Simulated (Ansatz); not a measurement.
Cl$_{2}$FGeH$_{4}$NSi (`F[SiH](Cl)[NH][GeH2][Cl]`). The species carries charge 0 and has multiplicity 1. Correlated methods include outer-core shells of Ge, which these sets cover unevenly. Scalar relativity is left out up to krypton.

Z-matrix (Å, degrees):
```
Si
Cl 1 2.038
N 1 1.695 2 111.1
F 1 1.590 2 105.4 3 121.2
H 1 1.472 2 111.1 3 -122.1
Ge 3 1.828 1 126.7 2 -129.6
H 3 1.011 1 117.9 2 40.5
Cl 6 2.157 3 109.7 1 92.1
H 6 1.528 3 108.3 1 -24.7
H 6 1.529 3 109.2 1 -151.6
```

(1) Give the diagnostics of a CCSD(T)/def2-TZVPP run (frozen core, the Gaussian-basis code of Ansatz). (Estimate.)

## Answers

(1) The calculation gave: T1 = 0.0107, largest single amplitude 0.015, largest double 0.016, (T) share of the correlation energy 3.7 %, 8 CCSD cycles. The RHF solution is stable towards an unrestricted one. T1 lies under the customary mark of 0.02 for closed shells.
